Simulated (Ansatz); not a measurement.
System: GaH, charge 0, singlet. GaH (SMILES [GaH]).
B3LYP-D3(BJ)/def2-TZVP minimum from Ansatz (a quantum-chemistry and plane-wave program):
```xyz
2

Ga     0.0000     0.0000    -0.0528
H      0.0000     0.0000     1.6363
```
Charge 0, spin multiplicity 1.

Total energies in hartree (Ansatz). Open shells are spin-unrestricted; no spin-orbit coupling. Cores are frozen in correlated methods (noble-gas shells, and filled d and f shells in the p block). No relativity. Full CI freezes restricted core orbitals, also for open shells. For partners of very few electrons the exact lower level stands in for a higher one.

| species | HF/cc-pVTZ | CCSD(T)/cc-pVTZ | HF/cc-pVQZ | CCSD(T)/cc-pVQZ | CCSD(T)/cc-pV5Z | FCI/cc-pV5Z |
|---|---|---|---|---|---|---|
| 1: GaH (SMILES [GaH]) | -1923.83746 | -1923.91671 | -1923.84009 | -1923.92226 | -1923.92334 | -1923.92368 |
| 2: Ga (doublet) | -1923.26189 | -1923.30928 | -1923.26422 | -1923.31345 | -1923.31408 | -1923.31437 |
| 3: H (doublet) | -0.49981 | -0.49981 | -0.49995 | -0.49995 | -0.49999 | -0.49999 |

Problem. Work out the atomisation energy (electronic, to ground-state atoms) in kcal/mol: take Hartree-Fock from cc-pVQZ, extrapolate the CCSD(T) correlation energy as X^-3 (X = 3, 4), and add FCI - CCSD(T) in cc-pV5Z. 1 hartree = 627.51 kcal/mol.

Solution. 
Species 1: correlation (64·(-0.08217) - 27·(-0.07925))/37 = -0.08430; step -0.00034; E1 = -1923.84009 + (-0.08430) + (-0.00034) = -1923.92473
Species 2: correlation (64·(-0.04923) - 27·(-0.04739))/37 = -0.05057; step -0.00029; E2 = -1923.26422 + (-0.05057) + (-0.00029) = -1923.31508
Species 3: correlation (64·(0.00000) - 27·(0.00000))/37 = 0.00000; step +0.00000; E3 = -0.49995 + (0.00000) + (+0.00000) = -0.49995
-1·E1 +1·E2 +1·E3 = 0.10970 hartree = 68.8 kcal/mol.
